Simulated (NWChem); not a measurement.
C4H9O2, doublet; SMILES COC[C](C)O

```xyz
15

C     -0.1246     2.5983     0.0095
O      0.2983     1.2887    -0.3090
C     -0.6595     0.2855     0.0218
C      0.0117    -1.0407    -0.1547
C     -0.7462    -2.3178    -0.0436
O      1.3037    -1.0983     0.3060
H      0.6922     3.2744    -0.2560
H     -0.3472     2.7040     1.0831
H     -1.0223     2.8816    -0.5612
H     -1.5551     0.3620    -0.6156
H     -0.9925     0.4475     1.0715
H     -1.6863    -2.2611    -0.6040
H     -0.1559    -3.1505    -0.4433
H     -0.9976    -2.5746     1.0020
H      1.6456    -0.1869     0.2386
```
Atoms are numbered in this order, from 1.

Results from NWChem. Pople sets run with spherical d functions. Spin-unrestricted. Coordinates come from a B3LYP/6-31G* (spherical d), spin-unrestricted optimisation. No stability test was run on the SCF state. Vzz is the largest principal value of the second derivative of the potential at the nucleus (NWChem prints the opposite sign); η is the asymmetry. Non-relativistic.

```csv
level,Vzz O2 (a.u.),η O2,Vzz O6 (a.u.),η O6
CAM-B3LYP/def2-SVP,?,0.94,?,0.85
B3LYP/6-31G*,-1.851,0.91,1.418,0.90
B3LYP/def2-TZVP,-1.932,0.93,1.461,0.85
```

Task: Some entries are withheld; supply them.

Result: 
- CAM-B3LYP/def2-SVP, Vzz O2 (a.u.): -1.884
- CAM-B3LYP/def2-SVP, Vzz O6 (a.u.): 1.477
